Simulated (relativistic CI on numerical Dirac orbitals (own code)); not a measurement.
# Hyperfine structure of Ga8+, mass number 69

Calculated at this level of theory: Dirac-Coulomb-Breit CI, orbitals from a KLI potential per configuration, a model potential for QED, unscaled Slater integrals (own radial code, finite nucleus).

Configuration list (outside the closed core [Ne]): 3s2 3p6 3d5, 3s2 3p5 3d6, 3s2 3p6 3d4 4s, 3s2 3p4 3d7, 3s 3p6 3d6, 3s2 3p6 3d4 4p, 3s2 3p6 3d3 4s2, 3s2 3p6 3d4 4d, 3p6 3d7, 3s2 3p6 3d3 4s 4p, 3s2 3p6 3d4 4f, 3s2 3p6 3d3 4p2, 3s2 3p6 3d4 5s, 3s2 3p6 3d3 4s 4d, 3s2 3p6 3d4 5p, 3s2 3p6 3d4 5f. Levels of other configurations are missing.

Nuclear spin I = 3/2, μ = 2.01502 μN, Q = 0.171 b (tables of Stone and Pyykkö). The electronic factors are computed for point nuclear moments, without core polarisation or the Bohr-Weisskopf and QED corrections.

```
              Level  E (cm⁻¹)  A (MHz)  B (MHz)
 3s2 3p6 3d5 4G_5/2   59953.6     2330     32.9
3s2 3p6 3d5 4G_11/2   60021.3     1792   -0.293
 3s2 3p6 3d5 4G_7/2   60186.3     1825     36.8
 3s2 3p6 3d5 4G_9/2   60254.4     1712     31.4
 3s2 3p6 3d5 4P_5/2   61258.3    774.3      148
 3s2 3p6 3d5 4P_3/2   61813.3     1312     84.2
 3s2 3p6 3d5 4P_1/2   62295.5    -1724         
 3s2 3p6 3d5 4D_7/2   70596.6     1142     61.9
```

Levels with J = 0, under 50 % of one LS term, or S terms without an open s electron are left out. Small factors come from cancelling terms and can be off by tens of per cent or more.

At this charge configurations can still be misplaced by up to about 7 % of their energy. Terms inside the open d or f shell come out 10 to 20 % too wide with unscaled integrals.

**Question.** Give the hyperfine levels of 3s2 3p6 3d5 4G_5/2 relative to its centre of gravity.

**Answer.** With K = F(F + 1) − I(I + 1) − J(J + 1), E = AK/2 + B[¾K(K + 1) − I(I + 1)J(J + 1)]/[2I(2I − 1)J(2J − 1)]: F = 1: -12210, F = 2: -7575, F = 3: -600.5, F = 4: 8744 MHz.

LS names give the leading component of a level, which can be under half, so a name can repeat, a term be missing and a line seem to break the LS rules.
